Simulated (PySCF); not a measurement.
C4H3ClF2, SMILES FC(F)=C=C(Cl)C. Atoms are numbered in the order given.

```xyz
10

C      1.6996    -1.6367     0.0000
C      0.3776    -0.9299     0.0000
Cl    -1.0068    -2.0323     0.0000
C      0.1793     0.3640     0.0000
C     -0.0208     1.6538     0.0000
F     -0.1324     2.4069    -1.0811
F     -0.1324     2.4069     1.0811
H      1.7798    -2.2842    -0.8876
H      1.7798    -2.2842     0.8876
H      2.5260    -0.9134     0.0000
```
Charge 0, spin multiplicity 1.

Coordinates come from a B3LYP-D3(BJ)/def2-SVP optimisation. This is a generated structure with no PubChem entry under its InChIKey; it may be hypothetical.

Vertical ionisation energy (IE) and electron affinity (EA) in eV. Rows of orbital energies are one-electron estimates. Where ΔSCF, EOM or ADC give a negative EA the extra electron is unbound and the value depends on the basis.

```
level                                         IE    EA
------------------------------------------  ----  ----
−ε(HOMO), −ε(LUMO), PBE0/def2-TZVP (PySCF)  7.77  1.03
−ε(HOMO), −ε(LUMO), PBE/def2-TZVP (PySCF)    [?]   [?]
```

Problem. Fill in the missing entries. (An estimate is asked for; the answer gives what the named calculation found.)

Solution. 
- −ε(HOMO), −ε(LUMO), PBE/def2-TZVP (PySCF), IE: 6.46
- −ε(HOMO), −ε(LUMO), PBE/def2-TZVP (PySCF), EA: 1.97
